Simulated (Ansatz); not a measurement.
Level of theory: Ansatz (a quantum-chemistry and plane-wave program) with frozen-core CCSD(T)/cc-pVTZ // PBE0-D4/def2-TZVP.

Ansatz 0.2 input:
```yaml
crystal:
  periodic: [false, false, false]
  atoms:
    - { symbol: O, position_ang: [-1.153564, -1.206746, 0.255694] }
    - { symbol: Al, position_ang: [0.000012, -0.000068, -0.000004] }
    - { symbol: O, position_ang: [1.642205, -0.393354, -0.0252] }
    - { symbol: O, position_ang: [-0.488732, 1.599977, -0.230478] }
    - { symbol: H, position_ang: [-2.09117, -1.023603, 0.276731] }
    - { symbol: H, position_ang: [1.957887, -1.286354, 0.101156] }
    - { symbol: H, position_ang: [0.133362, 2.310146, -0.377899] }
basis:
  gaussian: { orbitals: cc-pVTZ }
correlation:
  method: ccsd_t
```

Output:

```
Functional definition: HF
1000 factors; integrals over basis functions are off by at most 8.0e-4 eV
mean field evaluation 1: about -12743.5040 eV, gradient 6.1e1 eV
mean field evaluation 2: about -12743.6068 eV, gradient 6.1e1 eV
mean field evaluation 4: about -12749.5921 eV, gradient 2.4e0 eV
mean field evaluation 8: about -12749.6343 eV, gradient 1.7e-1 eV
mean field evaluation 16: about -12747.0651 eV, gradient 4.0e1 eV
mean field -12749.63444342 eV, -468.5404237829 hartree, gradient 1.4e-6 eV, S^2 0.000000; 0 other end points of the search recorded, 0 dependent functions left out
8 core orbitals not correlated
reference -12749.63444342 eV, -468.5404237829 hartree; 12, 12 occupied and 146, 146 virtual orbitals, 1000 factors
second order -21.92103051 eV of doubles, -0.00000000 eV of singles
cycle   1  -21.55341591 eV  change    3.7e-1 eV  update   9.2e-2
cycle   2  -21.98589881 eV  change   -4.3e-1 eV  update   2.6e-2
cycle   3  -22.09716390 eV  change   -1.1e-1 eV  update   1.3e-2
cycle   4  -22.08035578 eV  change    1.7e-2 eV  update   2.9e-3
cycle   5  -22.07872293 eV  change    1.6e-3 eV  update   1.3e-3
cycle   6  -22.07945288 eV  change   -7.3e-4 eV  update   3.8e-4
cycle   7  -22.07920719 eV  change    2.5e-4 eV  update   1.4e-4
cycle   8  -22.07914222 eV  change    6.5e-5 eV  update   4.7e-5
cycle   9  -22.07915953 eV  change   -1.7e-5 eV  update   1.9e-5
perturbative correction -0.74938497 eV, -0.0275393895 hartree
Total energy: -12772.46298791 eV, -469.3793573193 hartree
```

Cost: around 50 core-seconds (rough).
